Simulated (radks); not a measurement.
Task: The mean radii <r> (bohr) of the occupied orbitals of an atom or ion are listed with their occupations. Calculated with a radial shooting solver on a logarithmic mesh with Libxc functionals: Dirac Kohn-Sham, PBEsol, spin-unpolarised, spherical densities, point nucleus.

orbital  occ.      <r>
1s1/2       2  0.01966
2s1/2       2  0.08276
2p1/2       2  0.06873
2p3/2       4  0.07623
3s1/2       2   0.2163
3p1/2       2   0.2061
3p3/2       4   0.2202
3d3/2       4   0.1935
3d5/2       6   0.1979
4s1/2       2   0.4881
4p1/2       2   0.4959
4p3/2       4   0.5285
4d3/2       4   0.5540
4d5/2       6   0.5656
5s1/2       1    1.195
5p1/2       2    1.335
5p3/2       4    1.440
4f5/2       6   0.7502
4f7/2       8   0.7665
6s1/2       1    3.135
5f5/2       1    8.176

Name the element and its charge. Open shells, if any, fill j = l - 1/2 first.

Result: Z = 70, ytterbium, charge +1: Yb+ in [Kr] 4d10 4f14 5s1 5p6 6s1 5f1. The 1s radius gives Z: for a bare nucleus <r> = (2 gamma + 1)/(2Z) with gamma = sqrt(1 - (Z/c)^2), 0.01942 bohr for Z = 70, and screening makes it slightly larger (0.01966 here). The occupations add up to 69, and the charge is Z minus that.
